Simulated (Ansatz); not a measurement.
A single point on C$_{3}$H$_{6}$SiTe, SMILES `C#C[SiH2][Te]C`.

```yaml
crystal:
  periodic: [false, false, false]
  atoms:
    - {symbol: C, position_ang: [-1.562293, 0.815009, 1.871663]}
    - {symbol: C, position_ang: [-0.731578, 0.008607, 1.531245]}
    - {symbol: Si, position_ang: [0.525657, -1.176755, 0.951814]}
    - {symbol: Te, position_ang: [0.301525, -1.503840, -1.497480]}
    - {symbol: C, position_ang: [0.405181, 0.600935, -1.920508]}
    - {symbol: H, position_ang: [-2.298100, 1.521950, 2.180426]}
    - {symbol: H, position_ang: [1.857044, -0.633286, 1.319591]}
    - {symbol: H, position_ang: [0.321389, -2.497881, 1.593439]}
    - {symbol: H, position_ang: [0.209024, 0.714244, -2.985090]}
    - {symbol: H, position_ang: [-0.358781, 1.115748, -1.342493]}
    - {symbol: H, position_ang: [1.396435, 0.978270, -1.681907]}
basis:
  gaussian: {orbitals: def2-QZVPP}
correlation: {method: mp2}
```

```sh
$ ansatz run in.yaml --threads 4 --pin off --events-out ev --progress --plain --max-ram 10444MiB
```

Output, abridged:

```
Functional definition: HF
3005 factors; integrals over basis functions are off by at most 1.0e-3 eV
mean field evaluation 1: about -18311.2050 eV, gradient 3.5e1 eV
mean field evaluation 2: about -18311.3859 eV, gradient 3.5e1 eV
mean field evaluation 4: about -18314.9810 eV, gradient 4.9e0 eV
mean field evaluation 8: about -18315.0518 eV, gradient 2.6e-1 eV
mean field -18315.05221167 eV, -673.0657543907 hartree, gradient 1.5e-6 eV, S^2 0.000000; 0 other end points of the search recorded, 0 dependent functions left out
12 core orbitals not correlated: weight in the atoms' cores, before any rotation towards them, 1.000 or more for the frozen orbitals, at most 0.000 for the correlated occupied ones
reference -18315.05221167 eV, -673.0657543907 hartree; 19, 19 occupied and 472, 472 virtual orbitals, 3005 factors
second order -34.47857617 eV of doubles, -0.00000000 eV of singles
Total energy: -18349.53078784 eV, -674.3328186945 hartree
```

It took 31 s on 4 threads of an Arm Neoverse V1 on a shared host, with 3.2 GiB of host memory at the peak.
